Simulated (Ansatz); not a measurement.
`[CH3][InH][Br]` and `[CH3][InH][Cl]` differ in one element.

Ansatz, PBE0-D4/def2-TZVP geometries, multiplicity 1. 

Elements past krypton have def2 core potentials. Scalar relativity is left out up to krypton.

| property | `[CH3][InH][Br]` |
| --- | --- |
| HOMO–LUMO gap (B3LYP/def2-TZVPP) / eV | 5.40 |
| LUMO energy (PBE/def2-TZVPP) / eV | -2.37 |
| HOMO energy (B3LYP/def2-TZVPP) / eV | -7.34 |
| HOMO–LUMO gap (PBE0/def2-TZVPP) / eV | 5.92 |
| HOMO energy (PBE/def2-TZVPP) / eV | -6.37 |
| HOMO–LUMO gap (ωB97M-V/def2-TZVPP) / eV | 9.58 |

Question: What does the change do to each property? (Estimate.)

Answer: Computed: 
```csv
property,`[CH3][InH][Cl]`,shift
HOMO–LUMO gap (B3LYP/def2-TZVPP) / eV,5.75,0.35
LUMO energy (PBE/def2-TZVPP) / eV,-2.31,0.06
HOMO energy (B3LYP/def2-TZVPP) / eV,-7.63,-0.29
HOMO–LUMO gap (PBE0/def2-TZVPP) / eV,6.28,0.36
HOMO energy (PBE/def2-TZVPP) / eV,-6.60,-0.23
HOMO–LUMO gap (ωB97M-V/def2-TZVPP) / eV,9.94,0.36
```

With PBE0 the HOMO falls by 0.29 eV and the LUMO rises by 0.07 eV, so the gap widens by about 0.36 eV. PBE moves the HOMO by -0.23 eV and ωB97M-V by -0.30 eV.

B3LYP here is the variant with VWN-RPA as its local correlation; programs differ in this.

Spin–orbit coupling is left out; it splits and shifts lone-pair levels of the heavy atoms by tenths of an eV.
